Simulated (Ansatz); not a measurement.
Ansatz (a first-principles code) input file for C3H8BNO, SMILES CNB1COC1, PBE0-D3(BJ)/def2-SVP. 

Ansatz 0.2 input:
```yaml
crystal:
  periodic: [false, false, false]
  atoms:
    - {symbol: C, position_ang: [-0.29644984, 2.48522907, 0.00000000]}
    - {symbol: N, position_ang: [0.59781078, 1.34621791, -0.00000000]}
    - {symbol: B, position_ang: [0.24150438, 0.02159194, -0.00000000]}
    - {symbol: C, position_ang: [0.98116992, -1.38209780, 0.00000000]}
    - {symbol: O, position_ang: [-0.30954918, -2.02853437, -0.00000000]}
    - {symbol: C, position_ang: [-1.10234861, -0.82198455, -0.00000000]}
    - {symbol: H, position_ang: [-1.32413424, 2.13075354, 0.00000000]}
    - {symbol: H, position_ang: [-0.13465809, 3.10334192, -0.88671130]}
    - {symbol: H, position_ang: [-0.13465809, 3.10334193, 0.88671130]}
    - {symbol: H, position_ang: [1.57061569, 1.62016918, 0.00000000]}
    - {symbol: H, position_ang: [1.55419409, -1.68047390, 0.88459525]}
    - {symbol: H, position_ang: [1.55419409, -1.68047390, -0.88459525]}
    - {symbol: H, position_ang: [-1.74779308, -0.79337457, 0.88480439]}
    - {symbol: H, position_ang: [-1.74779308, -0.79337457, -0.88480438]}
basis:
  gaussian:
    orbitals: def2-SVP
hamiltonian:
  xc: pbe0
  dispersion: d3bj
relax: {f_tol: 0.002, max_steps: 200}
```

Output:

```
WARN ansatz: RAYON_NUM_THREADS=2 ignored (pool sized by the plan → 2); use --threads N
Functional definition: PBE0
integrals: 0.09 GiB planned
1407 factors; integrals over basis functions are off by at most 4.0e-4 eV
mean field: 0.65 GiB planned
mean field evaluation 1: about -7433.0420 eV, gradient 5.6e1 eV
mean field evaluation 2: about -7431.2492 eV, gradient 6.4e1 eV
mean field evaluation 4: about -7440.3286 eV, gradient 2.8e0 eV
mean field evaluation 8: about -7440.4052 eV, gradient 2.1e-1 eV
mean field evaluation 16: about -7440.4053 eV, gradient 2.4e-5 eV
mean field -7440.40526682 eV, -273.4298502679 hartree, gradient 2.4e-5 eV, S^2 0.000000; 0 other end points of the search recorded, 0 dependent functions left out
the calculation of the forces begins
reference -7440.40529461 eV, -273.4298512892 hartree; 23, 23 occupied and 101, 101 virtual orbitals, 1407 factors
relax step   1: F+E_penalty+E_count = -7440.62952993 eV  Δ(F+E_penalty+E_count) = +0.000e0 eV  max|allowed force component| = 6.929e-1 eV/Å  Δτ_max = 0.0000 Å  (28 SCF iters, accepted)
these checks for a lower state are left out or cut short: starts, cluster_reference, orbital_swaps, neighbouring_geometries, increment
integrals: 0.09 GiB planned
1407 factors; integrals over basis functions are off by at most 4.1e-4 eV
mean field: 0.65 GiB planned
mean field -7440.43888978 eV, -273.4310858886 hartree, gradient 8.6e-6 eV, S^2 0.000000; 0 other end points of the search recorded, 0 dependent functions left out
the calculation of the forces begins
reference -7440.43891740 eV, -273.4310869039 hartree; 23, 23 occupied and 101, 101 virtual orbitals, 1407 factors
relax step   2: F+E_penalty+E_count = -7440.66298450 eV  Δ(F+E_penalty+E_count) = -3.345e-2 eV  max|allowed force component| = 4.094e-1 eV/Å  Δτ_max = 0.0264 Å  (32 SCF iters, accepted)
these checks for a lower state are left out or cut short: starts, cluster_reference, orbital_swaps, neighbouring_geometries, increment
integrals: 0.09 GiB planned
1407 factors; integrals over basis functions are off by at most 4.2e-4 eV
mean field: 0.65 GiB planned
mean field evaluation 32: about -7440.4430 eV, gradient 8.9e-6 eV
mean field -7440.44302813 eV, -273.4312379704 hartree, gradient 8.7e-6 eV, S^2 0.000000; 0 other end points of the search recorded, 0 dependent functions left out
the calculation of the forces begins
reference -7440.44305571 eV, -273.4312389837 hartree; 23, 23 occupied and 101, 101 virtual orbitals, 1407 factors
relax step   3: F+E_penalty+E_count = -7440.66702731 eV  Δ(F+E_penalty+E_count) = -4.043e-3 eV  max|allowed force component| = 1.259e-1 eV/Å  Δτ_max = 0.0100 Å  (33 SCF iters, accepted)
these checks for a lower state are left out or cut short: starts, cluster_reference, orbital_swaps, neighbouring_geometries, increment
integrals: 0.09 GiB planned
1407 factors; integrals over basis functions are off by at most 4.2e-4 eV
mean field: 0.65 GiB planned
mean field -7440.44344982 eV, -273.4312534673 hartree, gradient 1.1e-5 eV, S^2 0.000000; 0 other end points of the search recorded, 0 dependent functions left out
the calculation of the forces begins
reference -7440.44347738 eV, -273.4312544799 hartree; 23, 23 occupied and 101, 101 virtual orbitals, 1407 factors
relax step   4: F+E_penalty+E_count = -7440.66752987 eV  Δ(F+E_penalty+E_count) = -5.026e-4 eV  max|allowed force component| = 1.998e-2 eV/Å  Δτ_max = 0.0041 Å  (25 SCF iters, accepted)
these checks for a lower state are left out or cut short: starts, cluster_reference, orbital_swaps, neighbouring_geometries, increment
integrals: 0.09 GiB planned
1407 factors; integrals over basis functions are off by at most 4.2e-4 eV
mean field: 0.65 GiB planned
mean field -7440.44348369 eV, -273.4312547121 hartree, gradient 8.3e-5 eV, S^2 0.000000; 0 other end points of the search recorded, 0 dependent functions left out
the calculation of the forces begins
reference -7440.44351125 eV, -273.4312557247 hartree; 23, 23 occupied and 101, 101 virtual orbitals, 1407 factors
relax step   5: F+E_penalty+E_count = -7440.66757061 eV  Δ(F+E_penalty+E_count) = -4.073e-5 eV  max|allowed force component| = 1.443e-2 eV/Å  Δτ_max = 0.0033 Å  (22 SCF iters, accepted)
these checks for a lower state are left out or cut short: starts, cluster_reference, orbital_swaps, neighbouring_geometries, increment
integrals: 0.09 GiB planned
1407 factors; integrals over basis functions are off by at most 4.2e-4 eV
mean field: 0.65 GiB planned
mean field -7440.44352172 eV, -273.4312561096 hartree, gradient 6.8e-5 eV, S^2 0.000000; 0 other end points of the search recorded, 0 dependent functions left out
the calculation of the forces begins
reference -7440.44354928 eV, -273.4312571222 hartree; 23, 23 occupied and 101, 101 virtual orbitals, 1407 factors
relax step   6: F+E_penalty+E_count = -7440.66757422 eV  Δ(F+E_penalty+E_count) = -3.613e-6 eV  max|allowed force component| = 7.002e-3 eV/Å  Δτ_max = 0.0026 Å  (21 SCF iters, accepted)
these checks for a lower state are left out or cut short: starts, cluster_reference, orbital_swaps, neighbouring_geometries, increment
integrals: 0.09 GiB planned
1407 factors; integrals over basis functions are off by at most 4.2e-4 eV
mean field: 0.65 GiB planned
mean field -7440.44352170 eV, -273.4312561087 hartree, gradient 3.1e-5 eV, S^2 0.000000; 0 other end points of the search recorded, 0 dependent functions left out
the calculation of the forces begins
reference -7440.44354926 eV, -273.4312571214 hartree; 23, 23 occupied and 101, 101 virtual orbitals, 1407 factors
relax step   7: F+E_penalty+E_count = -7440.66757827 eV  Δ(F+E_penalty+E_count) = -4.050e-6 eV  max|allowed force component| = 1.109e-3 eV/Å  Δτ_max = 0.0009 Å  (21 SCF iters, accepted)
integrals: 0.09 GiB planned
1407 factors; integrals over basis functions are off by at most 4.2e-4 eV
mean field: 0.65 GiB planned
mean field evaluation 64: about -7440.3835 eV, gradient 3.7e-1 eV
mean field -7440.44352170 eV, -273.4312561087 hartree, gradient 3.1e-5 eV, S^2 0.000000; 1 other end points of the search recorded, 0 dependent functions left out
the calculation of the forces begins
reference -7440.44354926 eV, -273.4312571214 hartree; 23, 23 occupied and 101, 101 virtual orbitals, 1407 factors
Total energy: -7440.66760583 eV, -273.4394910485 hartree
Atom 0 at    -0.291500     2.477168     0.000000 Å, force    -0.000336    -0.000699     0.000000 eV/Å
Atom 1 at     0.606041     1.347919    -0.000000 Å, force    -0.000468     0.000274    -0.000000 eV/Å
Atom 2 at     0.244346     0.012023     0.000000 Å, force     0.000654     0.000584     0.000000 eV/Å
Atom 3 at     0.973592    -1.398574    -0.000000 Å, force    -0.001053     0.000224    -0.000000 eV/Å
Atom 4 at    -0.314812    -2.037039     0.000000 Å, force     0.000565    -0.001109    -0.000000 eV/Å
Atom 5 at    -1.100395    -0.833124    -0.000000 Å, force    -0.000307     0.000198    -0.000000 eV/Å
Atom 6 at    -1.329896     2.118763     0.000000 Å, force    -0.000503     0.000086     0.000000 eV/Å
Atom 7 at    -0.154927     3.112847    -0.891152 Å, force     0.000301     0.000009     0.000081 eV/Å
Atom 8 at    -0.154927     3.112847     0.891152 Å, force     0.000301     0.000009    -0.000081 eV/Å
Atom 9 at     1.590870     1.590138    -0.000000 Å, force     0.000503     0.000020     0.000000 eV/Å
Atom 10 at     1.569809    -1.671510     0.892185 Å, force    -0.000076     0.000081    -0.000062 eV/Å
Atom 11 at     1.569809    -1.671510    -0.892185 Å, force    -0.000076     0.000081     0.000062 eV/Å
Atom 12 at    -1.752952    -0.764808     0.892092 Å, force     0.000247     0.000121     0.000039 eV/Å
Atom 13 at    -1.752952    -0.764808    -0.892092 Å, force     0.000247     0.000121    -0.000039 eV/Å
Dipole moment:     0.210370     0.798367    -0.000000 e Å
```

Self-consistency was reached.
